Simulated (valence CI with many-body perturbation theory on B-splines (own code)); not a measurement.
**Ho³⁶⁺ in brief**

Computed by valence CI with perturbative core correlation (CI+MBPT): three valence electrons over a frozen Dirac-Fock core [Ar] 3d10, radial functions for each j: 11 s, 11 p, 9 d, 7 f, 5 g, 2 h, 1 i, with the one-electron correlation potential Σ1 (screened to all orders), the two-electron term Σ2, the three-electron term Σ3, Breit, model QED; selected single and double excitations, second order for the rest (own B-spline code, finite nucleus).

No measured spectrum was set against this ion. As an estimate, large intervals hold to a few tenths of a per cent, small ones and those within an open d or f shell to about a per cent.

Levels are named by their leading jj configuration (3d3/2^4 stands for four electrons in 3d with j = 3/2), which in mixed levels can hold well under half, so a name can repeat and another be missing.

Rates and lifetimes use the calculated energies. Strong lines usually hold to 10 to 20 %, long lifetimes can be off by a factor of two.

**Question.** What is the ground level?

**Answer.** (4s^2 4p1/2) J=1/2, composition 99 % 4s2.4p 2P°, g = 0.661.

**Question.** Among levels below 442.38 eV, which E1 lines absorb most strongly from the ground level?

**Answer.** to (4s^2 4d3/2) J=3/2 at 6.452 nm, f = 0.776; to (4s 4p1/2 4p3/2) J=1/2 at 8.473 nm, f = 0.381; to (4s 4p1/2 4p3/2) J=3/2 at 8.641 nm, f = 0.371.

**Question.** Where does the other parity begin?

**Answer.** At (4s 4p1/2^2) J=1/2, 79.36 eV.

**Question.** How well does LS coupling describe the low levels?

**Answer.** Among the lowest 20 levels the leading LS term, summed over configurations, holds 65 % on average. For single configurations the figures are 63 % in LS and 86 % in jj coupling. Terms mix most in the J = 3/2 level at 271.36 eV, where the leading one holds 30 %.

**Question.** Name the longest-lived excited levels whose lifetime is computed, and their main decay.

**Answer.** (4s 4p3/2 4d5/2) J=9/2 at 323.56 eV lives 1.33 μs, mostly by M1 to (4s 4p1/2 4d5/2) J=7/2; (4s^2 4p3/2) J=3/2 at 57.54 eV lives 1.09 μs, mostly by M1 to (4s^2 4p1/2) J=1/2.
